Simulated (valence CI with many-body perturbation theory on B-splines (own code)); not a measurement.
**Zn¹⁵⁺: magnetic and hyperfine properties of the levels**

Computed by configuration interaction combined with many-body perturbation theory (CI+MBPT): five valence electrons over a frozen Dirac-Fock core [Ne], radial functions for each j: 9 s, 9 p, 8 d, 6 f, 3 g, 1 h, with the one-electron correlation potential Σ1 (screened to all orders), the two-electron term Σ2, the three-electron term Σ3, Breit, model QED; selected single and double excitations, second order for the rest (own B-spline code, finite nucleus).

No measured spectrum was set against this ion. As an estimate, levels of excited configurations hold to 0.05 to 0.15 % of their energy, terms of the ground configuration to about 0.5 %. Among the levels kept, up to 460 cm⁻¹ of a level comes from second order outside the variational space, and about a tenth of that is noise between levels of different J, which matters for small intervals.

A/g_I is the dipole constant over the nuclear g factor μ/I (μ in nuclear magnetons, uniformly magnetised nucleus), B/Q the quadrupole constant per barn. Both hold the static response of the core; the bare values leave it out. Large factors of s and p1/2 electrons are usually good to 5 to 10 %; those of open d and f shells near neutrality can be off by tens of per cent, and small factors of p3/2, d and f electrons come from cancelling terms and can be off by a factor of two or in sign, in half-filled shells by more. B is blank for J = 1/2, where it vanishes, and for nearly pure S terms. Energies count from the lowest level.

Names give the largest LS component (configuration and term), which can be under half, so a name can repeat, a term be missing and a line seem to break the LS rules; names also repeat where a configuration has a term twice. Letters in brackets count levels of one name in rising energy.

```
                Level  E (cm⁻¹)      g  A/g_I (MHz)  A/g_I bare  B/Q (MHz/b)  B/Q bare
      3s2 3p3 4S°_3/2         0  1.934         1990        2420                       
      3s2 3p3 2D°_3/2     50554  0.945         6780        6550        13400     12900
      3s2 3p3 2D°_5/2     62736  1.199        14300       13900         -101     -96.4
      3s2 3p3 2P°_1/2     97950  0.664        40300       38400                       
      3s2 3p3 2P°_3/2    117120  1.254         8170        8020       -14600    -14000
        3s 3p4 4P_5/2    360390  1.586        30700       29700        11600     11200
        3s 3p4 4P_3/2    381350  1.718        25900       25200       -10100     -9740
        3s 3p4 4P_1/2    389000  2.644        64600       62400                       
        3s 3p4 2D_3/2    447090  0.838        -6580       -6080       -17200    -16500
        3s 3p4 2D_5/2    453470  1.212        33600       32100       -25200    -24200
3s2 3p2 3d 2P_3/2 [a]    508780  1.302          598        1030         4960      4810
    3s 3p4 2S_1/2 [a]    514460  1.251        48400       46100                       
    3s2 3p2 3d 4F_3/2    543560  0.461         5080        4970         -639      -442
    3s 3p4 2S_1/2 [b]    546990  1.388        76000       72300                       
    3s2 3p2 3d 4F_5/2    552140  1.071         2710        2890         3400      3470
    3s2 3p2 3d 4F_7/2    565180  1.247         3260        3440         1240      1430
3s2 3p2 3d 2F_5/2 [a]    568000  0.956        10200        9960        -2860     -2650
3s2 3p2 3d 2F_7/2 [a]    577580  1.259         5110        5220         6010      5890
    3s2 3p2 3d 4D_1/2    578450  0.055        15200       14400                       
    3s2 3p2 3d 4F_9/2    579310  1.318         5720        5780        -8930     -8300
    3s2 3p2 3d 4D_3/2    579850  1.154         6960        6990        -5070     -4890
    3s2 3p2 3d 4D_5/2    589500  1.233         6320        6360        -3410     -3220
    3s2 3p2 3d 4D_7/2    610120  1.282         4330        4460         4490      4410
    3s2 3p2 3d 2G_7/2    640500  0.909         8630        8400        23700     23100
3s2 3p2 3d 2P_3/2 [b]    644310  1.285        -2880       -2310         4060      3940
    3s2 3p2 3d 2G_9/2    648860  1.125         6270        6220        28200     27400
    3s2 3p2 3d 4P_5/2    656440  1.563         2510        2880         1100      1100
    3s2 3p2 3d 4P_3/2    663920  1.593         3720        4110        -1440     -1460
3s2 3p2 3d 4P_1/2 [a]    666230  1.867        34400       33100                       
3s2 3p2 3d 4P_1/2 [b]    674740  1.426        -6120       -5600                       
3s2 3p2 3d 2D_3/2 [a]    677830  0.952         5670        5700         2320      2330
3s2 3p2 3d 2D_5/2 [a]    697820  1.215         7760        7700        -5570     -5230
3s2 3p2 3d 2D_3/2 [b]    713880  0.842         6640        6420        -1420     -1420
3s2 3p2 3d 2D_5/2 [b]    718350  1.192         4920        5010        16500     16000
    3s2 3p2 3d 2P_1/2    729280  0.843        -7040       -6640                       
3s2 3p2 3d 2F_5/2 [b]    734880  0.954         4470        4470         4880      4860
3s2 3p2 3d 2F_7/2 [b]    747230  1.139         7080        7030        -3300     -2950
3s2 3p2 3d 2P_3/2 [c]    747920  1.300         3390        3650        -5450     -5250
    3s2 3p2 3d 2S_1/2    751010  1.856        30700       29800                       
3s2 3p2 3d 2D_5/2 [c]    781810  1.124         4280        4330        -6260     -5860
```

Problem. Take the isotope of mass number 67, with I = 5/2, μ = 0.87485 μN and Q = 0.122 b. What is the hyperfine structure of 3s 3p4 4P_1/2?

Solution. From the table A = 22600 MHz. Shifts from the centre of gravity in MHz: F = 2: -39600, F = 3: 28200.
